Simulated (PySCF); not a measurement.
AlH3O3, SMILES [OH][Al]([OH])[OH].

Geometry: B3LYP-D3(BJ)/def2-SVP. The isomer is the one that the SMILES or the coordinates give; other isomers of the formula were not compared. The values are those of a single conformer.

Two levels are set side by side: TDDFT-PBE/def2-SVPD (PySCF) and TDDFT-LC-ωPBE/def2-SVPD (PySCF). Vertical, same geometry. The lowest singlet is HOMO→LUMO 82 %, HOMO−1→LUMO 18 % with PBE and HOMO→LUMO 77 % with the other functional; states are paired by order. Differences are taken from unrounded values.

```csv
quantity,TDDFT-LC-ωPBE
lowest singlet excitation (eV),7.59
lowest triplet excitation (TDA) (eV),7.19
first bright state (f over 0.05) (eV),8.38
its oscillator strength,0.09
```

### Question
What does TDDFT-PBE give, and how far is it from TDDFT-LC-ωPBE? (An estimate is asked for; the answer gives what the named calculation found.)

### Answer

```json
[
 {"quantity": "lowest singlet excitation (eV)", "TDDFT-PBE": "5.89", "TDDFT-PBE minus TDDFT-LC-ωPBE": "-1.70"},
 {"quantity": "lowest triplet excitation (TDA) (eV)", "TDDFT-PBE": "5.69", "TDDFT-PBE minus TDDFT-LC-ωPBE": "-1.50"},
 {"quantity": "first bright state (f over 0.05) (eV)", "TDDFT-PBE": "6.65", "TDDFT-PBE minus TDDFT-LC-ωPBE": "-1.74"},
 {"quantity": "its oscillator strength", "TDDFT-PBE": "0.06", "TDDFT-PBE minus TDDFT-LC-ωPBE": "-0.03"}
]
```

A lower first singlet is the usual sign of a functional without exact exchange. Differences between two approximate levels are no errors against the true value.

Rough cost on one machine, each run with all the roots and properties that it gave: TDDFT-LC-ωPBE against TDDFT-PBE about 6 times.
